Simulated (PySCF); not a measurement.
Compound: C5H6NO3P.
SMILES with atom numbers: `[O:1]=[P:2]([OH:3])([OH:4])[c:5]1[cH:6][cH:7][cH:8][n:9][cH:10]1`

Geometry (GFN2-xTB, Å), atoms numbered from 1 in this order:
```xyz
16
C5H6NO3P angstrom
O     -2.064    1.210   -1.743
P     -1.699    0.200   -0.746
O     -1.965   -1.306   -1.240
O     -2.567    0.296    0.603
C      0.001    0.149   -0.145
C      0.394   -0.791    0.796
C      1.712   -0.782    1.220
C      2.568    0.168    0.680
N      2.195    1.065   -0.217
C      0.938    1.055   -0.621
H     -2.325   -1.288   -2.127
H     -3.197    1.012    0.522
H     -0.326   -1.500    1.175
H      2.068   -1.493    1.950
H      3.607    0.218    0.979
H      0.652    1.796   -1.355
```

Probes without a nucleus sit at each ring's centroid and 1 Å off its mean plane on both sides; NICS is minus the shielding there, NICSzz its component along the normal. Level: GIAO PBE0/pcSseg-1 (PySCF, non-relativistic, gas phase) on the GFN2-xTB geometry, one conformer.

Ring bond lengths (Å), with Mayer bond orders in brackets: C5–C6 1.387 (1.39), C6–C7 1.384 (1.44), C7–C8 1.389 (1.39), C8–N9 1.322 (1.48), N9–C10 1.320 (1.47), C10–C5 1.387 (1.41).

Q: What do the NICS probes read (ppm)?

A: 
| ring | type | NICS(0) | NICS(1), two faces | NICS(1)zz, two faces | rms pucker (Å) | centre to ring atoms, mean (Å) |
| --- | --- | --- | --- | --- | --- | --- |
| C5–C6–C7–C8–N9–C10 | 6-membered ring with N; formal bonds all aromatic | -7.5 | -11.3 / -11.3 | -28.1 / -28.1 | 0.00 | 1.36 |

Q: What do they say, and how far can they be read as aromaticity?

A: 
- C5–C6–C7–C8–N9–C10: mean NICS(1)zz -28.1 ppm, shielded. For a flat ring without four-coordinate atoms the NICS criterion counts such a value as aromatic.

Q: And the bond-length index? HOMA = 1 − mean of α(R − Ropt)² over the ring bonds, with Krygowski's 1993 parameters (CC: Ropt 1.388 Å, α 257.7 Å⁻²; CN: Ropt 1.334 Å, α 93.52 Å⁻²).

A: 
- C5–C6–C7–C8–N9–C10: HOMA 0.99; the largest term is that of N9–C10, α(R − Ropt)² = 0.02. The geometric and the magnetic index point the same way.

Q: What are the shieldings of the ring atoms and their hydrogens in the same run (means over atoms taken as equivalent)?

A: 
```json
{"atoms": "C5", "environment": "substituted aromatic carbon", "σ isotropic (ppm)": "55.8", "principal values of the symmetric part, first atom (ppm)": "-38.5, 38.2, 167.7"}
{"atoms": "C6", "environment": "aromatic CH carbon", "σ isotropic (ppm)": "42.7", "principal values of the symmetric part, first atom (ppm)": "-70.2, 14.6, 183.6"}
{"atoms": "C7", "environment": "aromatic CH carbon", "σ isotropic (ppm)": "59.3", "principal values of the symmetric part, first atom (ppm)": "-54.4, 51.8, 180.5"}
{"atoms": "C8", "environment": "aromatic CH next to a ring nitrogen", "σ isotropic (ppm)": "27.6", "principal values of the symmetric part, first atom (ppm)": "-83.8, 18.5, 148.1"}
{"atoms": "N9", "environment": "pyridine-type nitrogen", "σ isotropic (ppm)": "-92.3", "principal values of the symmetric part, first atom (ppm)": "-418.7, -171.5, 313.2"}
{"atoms": "C10", "environment": "aromatic CH next to a ring nitrogen", "σ isotropic (ppm)": "31.3", "principal values of the symmetric part, first atom (ppm)": "-74.6, 17.1, 151.5"}
{"atoms": "H13", "environment": "aromatic hydrogen", "σ isotropic (ppm)": "23.42", "principal values of the symmetric part, first atom (ppm)": "19.4, 21.4, 29.5"}
{"atoms": "H14", "environment": "aromatic hydrogen", "σ isotropic (ppm)": "24.20", "principal values of the symmetric part, first atom (ppm)": "21.4, 23.4, 27.8"}
{"atoms": "H15", "environment": "aromatic hydrogen", "σ isotropic (ppm)": "22.59", "principal values of the symmetric part, first atom (ppm)": "18.6, 22.6, 26.5"}
{"atoms": "H16", "environment": "aromatic hydrogen", "σ isotropic (ppm)": "22.48", "principal values of the symmetric part, first atom (ppm)": "17.7, 21.1, 28.7"}
```

The run took 34 s wall on x86-64 server, one thread, shared host. This is the whole shielding run at PBE0/pcSseg-1, SCF included.
